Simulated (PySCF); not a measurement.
Species: CH8Ge2O2Si.
Z-matrix (Å and degrees, PBE0-D3(BJ)/def2-SVP geometry), rows numbered from 1:
```
O 
C   1  1.1999
O   2  1.3249  1  125.81
Si  3  1.7275  2  126.01  1    -0.92
Ge  4  2.3781  3  113.70  2     3.36
Ge  5  2.4207  4  113.29  3    64.08
H   2  1.1103  1  123.54  3   179.89
H   4  1.4913  3  104.56  2  -119.86
H   4  1.4908  3  104.44  2   125.66
H   5  1.5511  4  104.72  3  -178.65
H   5  1.5363  4  110.44  3   -63.06
H   6  1.5418  5  108.94  4    59.98
H   6  1.5348  5  111.42  4   -60.52
H   6  1.5404  5  109.58  4   178.22
```

Method: PySCF, PBE0-D3(BJ)/def2-SVP geometry optimisation, gas phase.

Masses are those of the commonest isotopes; rigid-rotor values at the optimised geometry. The values belong to one conformer with, in the numbering `[O:1]=[CH:2][O:3][SiH2:4][GeH2:5][GeH3:6]`, O1–C2–O3–Si4 -1°, C2–O3–Si4–Ge5 3°, O3–Si4–Ge5–Ge6 64°.

**Question.** Give the principal moments of inertia and the rotational constants in cm⁻¹.

**Answer.** Ia = 294.30, Ib = 664.93, Ic = 821.20 u·Å²; 505379 MHz·u·Å²/I gives 1717, 760.0 and 615.4 MHz, that is A = 0.05728, B = 0.02535, C = 0.02053 cm⁻¹.

**Question.** Classify the top.

**Answer.** An asymmetric top. Ray's parameter κ = (2B − A − C)/(A − C) = -0.737; −1 is the prolate and +1 the oblate limit.

**Question.** What does the inertial defect say?

**Answer.** Not planar: Δ = Ic − Ia − Ib = -138.02 u·Å². For a rigid frame Δ = −2 Σ m c², so Σ m c² = 69.01 u·Å² lies off the ab plane: 12.49 from hydrogen and 56.52 from heavier atoms. The atom farthest from that plane is 2.23 Å away.

**Question.** Give the coordinates in the principal-axis frame, origin at the centre of mass.

**Answer.** The sense of each axis is arbitrary; atoms in the order of the calculation.
```
atom  mass (u)   a (Å)   b (Å)   c (Å)
  O1    15.995   1.313  -1.647  -0.991
  C2    12.000   2.303  -1.666  -0.313
  O3    15.995   2.704  -0.700   0.500
 Si4    27.977   1.908   0.812   0.752
 Ge5    73.921  -0.144   1.021  -0.433
 Ge6    73.921  -1.828  -0.563   0.284
  H7     1.008   3.013  -2.519  -0.288
  H8     1.008   2.912   1.837   0.345
  H9     1.008   1.709   0.887   2.227
 H10     1.008  -0.654   2.445  -0.090
 H11     1.008   0.104   0.968  -1.948
 H12     1.008  -2.122  -0.338   1.781
 H13     1.008  -1.362  -2.010   0.074
 H14     1.008  -3.130  -0.325  -0.504
```

**Question.** Where do the levels up to J = 3 lie, in MHz?

**Answer.** Above 0(0,0):
J = 1: 1(0,1) 1375, 1(1,1) 2333, 1(1,0) 2477
J = 2: 2(0,2) 4111, 2(1,2) 4939, 2(1,1) 5373, 2(2,1) 8244, 2(2,0) 8260
J = 3: 3(0,3) 8178, 3(1,3) 8839, 3(1,2) 9706, 3(2,2) 12371, 3(2,1) 12446, 3(3,1) 17527, 3(3,0) 17528

**Question.** Which types of transition are allowed, and where do some lines up to J = 4 fall?

**Answer.** The dipole components are |μa| = 0.96 D, |μb| = 0.26 D, |μc| = 0.77 D. Intensities carry the squares of the components, which stand as 1.00 : 0.07 : 0.64 (a : b : c). Some lines, for components of 0.1 D or more:

```json
{"type": "a", "branch": "Q", "J(Ka,Kc)": "4(1,3) ← 4(1,4)", "MHz": "1439", "lower level (cm⁻¹)": "0.468"}
{"type": "b", "branch": "Q", "J(Ka,Kc)": "3(1,2) ← 3(0,3)", "MHz": "1528", "lower level (cm⁻¹)": "0.273"}
{"type": "c", "branch": "Q", "J(Ka,Kc)": "2(2,1) ← 2(1,1)", "MHz": "2872", "lower level (cm⁻¹)": "0.179"}
{"type": "a", "branch": "R", "J(Ka,Kc)": "2(1,1) ← 1(1,0)", "MHz": "2896", "lower level (cm⁻¹)": "0.083"}
{"type": "b", "branch": "R", "J(Ka,Kc)": "4(1,3) ← 3(2,2)", "MHz": "3093", "lower level (cm⁻¹)": "0.413"}
{"type": "b", "branch": "Q", "J(Ka,Kc)": "2(2,1) ← 2(1,2)", "MHz": "3305", "lower level (cm⁻¹)": "0.165"}
{"type": "b", "branch": "Q", "J(Ka,Kc)": "3(2,2) ← 3(1,3)", "MHz": "3531", "lower level (cm⁻¹)": "0.295"}
{"type": "a", "branch": "R", "J(Ka,Kc)": "3(1,3) ← 2(1,2)", "MHz": "3900", "lower level (cm⁻¹)": "0.165"}
{"type": "a", "branch": "R", "J(Ka,Kc)": "3(2,1) ← 2(2,0)", "MHz": "4186", "lower level (cm⁻¹)": "0.276"}
{"type": "b", "branch": "Q", "J(Ka,Kc)": "3(3,0) ← 3(2,1)", "MHz": "5083", "lower level (cm⁻¹)": "0.415"}
{"type": "b", "branch": "Q", "J(Ka,Kc)": "4(3,2) ← 4(2,3)", "MHz": "5196", "lower level (cm⁻¹)": "0.596"}
{"type": "a", "branch": "R", "J(Ka,Kc)": "4(3,1) ← 3(3,0)", "MHz": "5535", "lower level (cm⁻¹)": "0.585"}
{"type": "a", "branch": "R", "J(Ka,Kc)": "4(2,2) ← 3(2,1)", "MHz": "5633", "lower level (cm⁻¹)": "0.415"}
{"type": "a", "branch": "R", "J(Ka,Kc)": "4(1,3) ← 3(1,2)", "MHz": "5758", "lower level (cm⁻¹)": "0.324"}
{"type": "b", "branch": "R", "J(Ka,Kc)": "2(2,1) ← 1(1,0)", "MHz": "5767", "lower level (cm⁻¹)": "0.083"}
{"type": "b", "branch": "Q", "J(Ka,Kc)": "4(4,0) ← 4(3,1)", "MHz": "7175", "lower level (cm⁻¹)": "0.769"}
{"type": "c", "branch": "R", "J(Ka,Kc)": "4(2,2) ← 3(1,2)", "MHz": "8372", "lower level (cm⁻¹)": "0.324"}
{"type": "c", "branch": "R", "J(Ka,Kc)": "3(3,1) ← 2(2,1)", "MHz": "9283", "lower level (cm⁻¹)": "0.275"}
{"type": "c", "branch": "R", "J(Ka,Kc)": "4(3,2) ← 3(2,2)", "MHz": "10686", "lower level (cm⁻¹)": "0.413"}
{"type": "b", "branch": "R", "J(Ka,Kc)": "4(3,1) ← 3(2,2)", "MHz": "10693", "lower level (cm⁻¹)": "0.413"}
{"type": "b", "branch": "R", "J(Ka,Kc)": "4(4,1) ← 3(3,0)", "MHz": "12710", "lower level (cm⁻¹)": "0.585"}
{"type": "c", "branch": "R", "J(Ka,Kc)": "4(4,0) ← 3(3,0)", "MHz": "12710", "lower level (cm⁻¹)": "0.585"}
{"type": "b", "branch": "R", "J(Ka,Kc)": "4(4,0) ← 3(3,1)", "MHz": "12711", "lower level (cm⁻¹)": "0.585"}
```

**Question.** Estimate the classical rotational partition function at 25 K, 100 K and 298.15 K.

**Answer.** Point group C1, symmetry number σ = 1; q = (√π/σ)·√((kT/h)³/(ABC)), k/h = 20836.6 MHz/K: 23500 at 25 K, 188000 at 100 K, 968000 at 298.15 K.

Stationary, but not proved a minimum. These are rigid-rotor constants of the computed structure; measured ground-state constants (B0) also hold zero-point vibration. A rigid rotor knows nothing of internal rotation, which can split or shift real lines.
